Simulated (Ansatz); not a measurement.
Consider the redistribution: `C[NH][Ga]([F])[F]` + `[F][Hf]([F])([F])[SeH]` → `[F][Ga]([F])[SeH]` + `C[NH][Hf]([F])([F])[F]`.

Computed with Ansatz on PBE0-D4/def2-TZVP structures; ΔE is electronic, products minus reactants. CCSD(T)/CBS is the MP2 limit (def2-TZVPP, def2-QZVPP) plus CCSD(T) − MP2 in def2-TZVPP, frozen cores. Functionals use def2-TZVPP. Elements past krypton have def2 core potentials. For Ga, Hf, Se outer-core shells are correlated without core-valence functions, which leaves a few kJ/mol of doubt a bond. Scalar relativity is left out up to krypton. One conformer a species, not always the lowest.

`C[NH][Ga]([F])[F]`:

```xyz
9

C     1.113    0.252    0.649
N    -0.009   -0.562    0.228
Ga   -1.325   -0.063   -0.871
F    -1.370    1.534   -1.566
F    -2.636   -1.113   -1.322
H     2.070   -0.186    0.346
H     1.048    1.241    0.193
H     1.130    0.392    1.735
H    -0.021   -1.494    0.608
```

`[F][Hf]([F])([F])[SeH]`:

Z-matrix (Å, degrees):
```
Hf
F 1 1.890
F 1 1.894 2 111.2
F 1 1.894 2 111.1 3 119.7
Se 1 2.578 2 106.9 3 -120.2
H 5 1.474 1 88.3 2 179.3
```

`[F][Ga]([F])[SeH]`:

Z-matrix (Å, degrees):
```
Ga
F 1 1.738
Se 1 2.287 2 122.2
F 1 1.740 2 114.8 3 180.0
H 3 1.470 1 89.9 2 180.0
```

`C[NH][Hf]([F])([F])[F]`:

Z-matrix (Å, degrees):
```
C
Hf 1 3.097
N 1 1.452 2 31.6
H 1 1.095 2 123.7 3 -77.2
H 1 1.095 2 78.7 3 180.0
H 1 1.095 2 123.7 3 77.2
F 2 1.908 1 129.6 3 -0.0
F 2 1.913 1 95.7 3 126.1
F 2 1.913 1 95.7 3 -126.1
H 3 1.012 1 111.7 2 180.0
```

| level | ΔE (kJ/mol) |
| --- | --- |
| ωB97X-V | -34.2 |
| revPBE | -40.5 |
| MP2/def2-SVP | -37.9 |
| CCSD/def2-SVP | -40.3 |

Problem. What does CCSD(T)/CBS give? (An estimate is asked.)

Solution. Computed: -30.1 kJ/mol. The listed levels differ from it by -4.1, -10.4, -7.8, -10.2 kJ/mol.

Problem. What do rigid-rotor, harmonic-oscillator terms from PBE0-D4/def2-TZVP frequencies (298.15 K, 1 bar) make of the CCSD(T)/CBS value? (Best estimate.)

Solution. Computed: ΔZPE = -0.1 kJ/mol, ΔH = -30.9 kJ/mol, ΔS = -4 J/(mol·K), ΔG = -29.8 kJ/mol. Modes under 50 cm⁻¹ make the entropy rough.

Largest T1 diagnostic among the species: 0.015.

Leaving LDA and LC-ωPBE aside and taking each functional with its dispersion term where it has one, the values, not all of them listed here, spread over 10.0 kJ/mol, from BLYP-D4 to PBE-QIDH. LDA lies +5.7 kJ/mol from PBE without D4. From BLYP to BHLYP (50 % exact exchange), in def2-TZVPP and without D4, ΔE moves by +6.0 kJ/mol. At CCSD(T), def2-SVP lies −9.8 kJ/mol from the extrapolated value and def2-TZVPP −1.0 kJ/mol.
